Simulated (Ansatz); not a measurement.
`[SiH]Br`, relaxed with RKS PBE0-D4/def2-TZVP in Ansatz from a PBE-D4/def2-SVP geometry. The force threshold is 0.005 eV/Å; the program also tests the step.

Charge 0, multiplicity 1.

Start:

```xyz
3

Si   -0.574    0.427   -0.520
Br    1.603   -0.177   -0.280
H    -1.029   -0.250    0.800
```

(1) How much energy does the relaxation release, and in how many steps? (Estimate.)

(2) Which bonds change most? (Best estimate.)

(3) Give the relaxed structure. (Best estimate.)

## Answers

(1) Computed: 0.01 eV, in 3 steps.

(2) The calculation gave: Si1–Br2 from 2.272 to 2.245 Å; Si1–H3 from 1.551 to 1.527 Å.

(3) Ansatz gave: 
```xyz
3

Si   -0.570    0.422   -0.513
Br    1.581   -0.176   -0.274
H    -1.011   -0.246    0.787
```
